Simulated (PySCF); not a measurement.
# Electron correlation in Sn⁺ (tin, charge +1)

[Kr] 4d10 5s1 5p2, 5s spin antiparallel (an excited configuration). Computed with PySCF 2.14 in x2c-QZVPPall (13s9p7d4f1g, 112 functions), with the spin-free X2C one-electron Hamiltonian (Gaussian nucleus). Frozen: [Kr] 4d10; 3 electrons correlated.

MP2 pair energies summed by pair of shells (mhartree):

```
 pair  energy  share (%)
5s-5p  -47.86       91.2
5p-5p   -4.61        8.8
```

Total MP2 correlation energy: -52.46 mhartree.

Same-spin part -4.61 and opposite-spin part -47.86 mhartree; SCS-MP2 scales them by 1/3 and 6/5 to -58.96 mhartree.
